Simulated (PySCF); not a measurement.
A calculated (r2SCAN, PySCF 2.14, def2-TZVPPD, the non-relativistic Hamiltonian (point nucleus)) atom or ion has these occupied shells.

```tsv
shell	electrons	orbital energy (eV)	rms radius, mean of both spins (bohr)
1s	2	-2130.3	0.121
2s	2	-216.02	0.565
2p	6	-165.58	0.540
3s	2	-45.721	1.80
```

**Question.** Name the element and its charge.

**Answer.** P(3+) (phosphorus, charge +3), in [Ne] 3s2, closed-shell 1S.
